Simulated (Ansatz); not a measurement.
C2H6Cl2Si, charge +1, doublet, at a GFN2-xTB geometry (a state made from the parent by changing its charge; the spin is typed, not shown lowest); HF/cc-pVDZ run with Ansatz (a program for electronic structure).

Ansatz was given this input:
Ansatz 0.2 input:
```yaml
crystal:
  periodic: [false, false, false]
  atoms:
    - {symbol: C, position_ang: [1.28326055, -1.61852252, -0.18269265]}
    - {symbol: Si, position_ang: [-0.01244605, -0.16470319, 0.02878020]}
    - {symbol: C, position_ang: [-1.50051811, -1.25652796, 0.68507829]}
    - {symbol: Cl, position_ang: [0.59275738, 1.10582814, 1.44024366]}
    - {symbol: Cl, position_ang: [-0.46164787, 0.62919309, -1.74342086]}
    - {symbol: H, position_ang: [0.91558411, -2.34745596, -0.89758167]}
    - {symbol: H, position_ang: [2.20061141, -1.16991748, -0.55367409]}
    - {symbol: H, position_ang: [1.46895957, -2.09730723, 0.77327666]}
    - {symbol: H, position_ang: [-2.33287650, -0.58039578, 0.85952341]}
    - {symbol: H, position_ang: [-1.77836292, -1.99714285, -0.05781342]}
    - {symbol: H, position_ang: [-1.22498746, -1.74699412, 1.61304491]}
basis:
  gaussian:
    orbitals: cc-pVDZ
hamiltonian:
  xc: hf
total_charge: 1
magnetization: {spin_polarized: true, initial_magnetization: 1}
```

Predict the main parts of the log of this Ansatz run.


```
Functional definition: HF
1093 factors; integrals over basis functions are off by at most 9.0e-4 eV
mean field evaluation 1: about -35016.4507 eV, gradient 2.1e1 eV
mean field evaluation 2: about -35016.5431 eV, gradient 2.1e1 eV
mean field evaluation 4: about -35019.2390 eV, gradient 2.3e0 eV
mean field evaluation 8: about -35019.3364 eV, gradient 2.0e-1 eV
mean field evaluation 16: about -35018.2319 eV, gradient 7.0e0 eV
mean field evaluation 32: about -35018.2377 eV, gradient 6.9e0 eV
mean field -35019.33765886 eV, -1286.9369220033 hartree, gradient 2.7e-5 eV, S^2 0.786694; 0 other end points of the search recorded, 0 dependent functions left out
reference -35019.33765886 eV, -1286.9369220033 hartree; 33, 32 occupied and 79, 80 virtual orbitals, 1093 factors
Total energy: -35019.33765886 eV, -1286.9369220033 hartree
```
